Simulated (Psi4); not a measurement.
disilylmethane (CH₈Si₂), singlet (typed; the unrestricted solution is spin-contaminated), geometry from GFN2-xTB, with bond 10-3 at 3.0 times its length; HF/6-31G* in Psi4.

Psi4 was given this input:
```
memory 2 GB

molecule mol {
0 1
Si    1.469501    0.675243   -0.004315
C     0.249959   -0.773362   -0.140745
Si   -1.582865   -0.324499    0.068147
H     2.839701    0.182994   -0.185178
H     1.181014    1.668952   -1.040543
H     1.358676    1.297376    1.316715
H     0.513805   -1.524899    0.604684
H     0.384534   -1.254531   -1.110514
H    -1.982528    0.632796   -0.965442
H    -2.248867    1.432660    4.039154
H    -2.402995   -1.534148   -0.060719
}

set {
  basis 6-31g*
  reference uhf
  stability_analysis follow
  scf_type pk
}

energy('scf')
print_variables()
```

**Question.** Write the output that Psi4 gives for this input, abridged.

**Answer.** 
```
   => Loading Basis Set <=

    Name: 6-31G*
    Role: ORBITAL
    Keyword: BASIS

         ---------------------------------------------------------
                                   SCF
               by Justin Turney, Rob Parrish, Andy Simmonett
                          and Daniel G. A. Smith
                              UHF Reference
         ---------------------------------------------------------

  ==> Geometry <==

    Molecular point group: c1
    Full point group: C1

    Geometry (in Angstrom), charge = 0, multiplicity = 1:

       Center              X                  Y                   Z               Mass
    ------------   -----------------  -----------------  -----------------  -----------------
         SI           1.476493159623     0.656291220794    -0.040035830399    27.976926534650
         C            0.256951159623    -0.792313779206    -0.176465830399    12.000000000000
         SI          -1.575872840377    -0.343450779206     0.032426169601    27.976926534650
         H            2.846693159623     0.164042220794    -0.220898830399     1.007825032230
         H            1.188006159623     1.650000220794    -1.076263830399     1.007825032230
         H            1.365668159623     1.278424220794     1.280994169601     1.007825032230
         H            0.520797159623    -1.543850779206     0.568963169601     1.007825032230
         H            0.391526159623    -1.273482779206    -1.146234830399     1.007825032230
         H           -1.975535840377     0.613844220794    -1.001162830399     1.007825032230
         H           -2.241874840377     1.413708220794     4.003433169601     1.007825032230
         H           -2.396002840377    -1.553099779206    -0.096439830399     1.007825032230

  Running in c1 symmetry.

  Rotational constants: A =      0.37689  B =      0.09128  C =      0.08301 [cm^-1]
  Rotational constants: A =  11298.76137  B =   2736.57822  C =   2488.48594 [MHz]
  Nuclear repulsion =  145.306348766622676

  Charge       = 0
  Multiplicity = 1
  Electrons    = 42
  Nalpha       = 21
  Nbeta        = 21

  ==> Algorithm <==

  SCF Algorithm Type is PK.
  DIIS enabled.
  MOM disabled.
  Fractional occupation disabled.
  Guess Type is SAD.
  Energy threshold   = 1.00e-06
  Density threshold  = 1.00e-06
  Integral threshold = 1.00e-12

  ==> Primary Basis <==

  Basis Set: 6-31G*
    Blend: 6-31G*
    Number of shells: 38
    Number of basis functions: 69
    Number of Cartesian functions: 69
    Spherical Harmonics?: false
    Max angular momentum: 2

  ==> Integral Setup <==

  Using in-core PK algorithm.
   Calculation information:
      Number of atoms:                  11
      Number of AO shells:              38
      Number of primitives:            101
      Number of atomic orbitals:        69
      Number of basis functions:        69

      Integral cutoff                 1.00e-12
      Number of threads:                 1

  Performing in-core PK
  Using 5834640 doubles for integral storage.
  We computed 242487 shell quartets total.
  Whereas there are 274911 unique shell quartets.

  ==> DiskJK: Disk-Based J/K Matrices <==

    J tasked:                  Yes
    K tasked:                  Yes
    wK tasked:                  No
    Schwarz Cutoff:          1E-12

  Minimum eigenvalue in the overlap matrix is 8.7729428110E-03.
  Reciprocal condition number of the overlap matrix is 1.3409580936E-03.
    Using symmetric orthogonalization.

  ==> Pre-Iterations <==

  SCF Guess: Superposition of Atomic Densities via on-the-fly atomic UHF (no occupation information).

   -------------------------
    Irrep   Nso     Nmo
   -------------------------
     A         69      69
   -------------------------
    Total      69      69
   -------------------------

  ==> Iterations <==

                        Total Energy        Delta E     RMS |[F,P]|

   @UHF iter SAD:  -619.25060811120125   -6.19251e+02   0.00000e+00
   @UHF iter   1:  -619.96134329081451   -7.10735e-01   4.90051e-03 ADIIS/DIIS
   @UHF iter   2:  -620.00783584638145   -4.64926e-02   3.80469e-03 ADIIS/DIIS
   @UHF iter   3:  -620.07640387088463   -6.85680e-02   8.15188e-04 ADIIS/DIIS
   @UHF iter   4:  -620.08067217346013   -4.26830e-03   5.26558e-04 ADIIS/DIIS
   @UHF iter   5:  -620.08229362172835   -1.62145e-03   5.17157e-05 DIIS
   @UHF iter   6:  -620.08231514816612   -2.15264e-05   1.57996e-05 DIIS
   @UHF iter   7:  -620.08231729702936   -2.14886e-06   4.01272e-06 DIIS
   @UHF iter   8:  -620.08231748124877   -1.84219e-07   8.22642e-07 DIIS
  Energy and wave function converged.

    Negative totally symmetric eigenvalue detected: -0.294060
    Wavefunction unstable!
    Lowest UHF->UHF stability eigenvalues:
       A -0.294060

    Rotating orbitals by 0.5 * pi / 2 radians along unstable eigenvector.
    Running SCF again with the rotated orbitals.
   @UHF iter   9:  -620.11063070959960   -6.20111e+02   3.27497e-03 ADIIS/DIIS
   @UHF iter  10:  -620.21827430139274   -1.07644e-01   1.03815e-03 ADIIS/DIIS
   @UHF iter  11:  -620.22820254844657   -9.92825e-03   3.00738e-04 ADIIS/DIIS
   @UHF iter  12:  -620.22885896049286   -6.56412e-04   8.60790e-05 DIIS
   @UHF iter  13:  -620.22891733903259   -5.83785e-05   3.68895e-05 DIIS
   @UHF iter  14:  -620.22892713626493   -9.79723e-06   1.44513e-05 DIIS
   @UHF iter  15:  -620.22892956043870   -2.42417e-06   4.42526e-06 DIIS
   @UHF iter  16:  -620.22892980473694   -2.44298e-07   1.29818e-06 DIIS
   @UHF iter  17:  -620.22892982396593   -1.92290e-08   5.61075e-07 DIIS
    Wavefunction stable under totally symmetric rotations.
    Lowest totally symmetric eigenvalue: 0.207206
    Lowest UHF->UHF stability eigenvalues:
       A 0.207206

    Stability analysis over.

  ==> Post-Iterations <==

   @Spin Contamination Metric:   1.000243398E+00
   @S^2 Expected:                0.000000000E+00
   @S^2 Observed:                1.000243398E+00
   @S   Expected:                0.000000000E+00
   @S   Observed:                0.000000000E+00

    Orbital Energies [Eh]
    ---------------------

    Alpha Occupied:

[...]
    Alpha Virtual:

[...]
    Beta Occupied:

[...]
    Beta Virtual:

[...]
    Final Occupation by Irrep:
              A
    DOCC [    21 ]
    SOCC [     0 ]
    NA   [    21 ]
    NB   [    21 ]

  @UHF Final Energy:  -620.22892982396593

   => Energetics <=

    Nuclear Repulsion Energy =            145.3063487666226763
    One-Electron Energy =               -1147.0075923957861050
    Two-Electron Energy =                 381.4723138051975297
    Total Energy =                       -620.2289298239659274

  UHF NO Occupations:
  HONO-2 :   19  A 1.9998143
  HONO-1 :   20  A 1.9988488
  HONO-0 :   21  A 1.0534089
  LUNO+0 :   22  A 0.9465911
  LUNO+1 :   23  A 0.0011512
  LUNO+2 :   24  A 0.0001857
  LUNO+3 :   25  A 0.0001467

Computation Completed

Properties will be evaluated at   0.000000,   0.000000,   0.000000 [a0]

Properties computed using the SCF density matrix

 Multipole Moments:

 ------------------------------------------------------------------------------------
     Multipole            Electronic (a.u.)      Nuclear  (a.u.)        Total (a.u.)
 ------------------------------------------------------------------------------------

 L = 1.  Multiply by 2.5417464519 to convert [e a0] to [Debye]
 Dipole X            :          0.3802508           -0.2840850            0.0961659
 Dipole Y            :         -0.9099143            0.7095341           -0.2003802
 Dipole Z            :         -2.1337639            2.1676295            0.0338656
 Magnitude           :                                                    0.2248265

 ------------------------------------------------------------------------------------

  Variable Map:
  ----------------------------------------------------------------------------
[...]
  Array Variable Map:
  ----------------------------------------------------------------------------
[...]
[...]
```
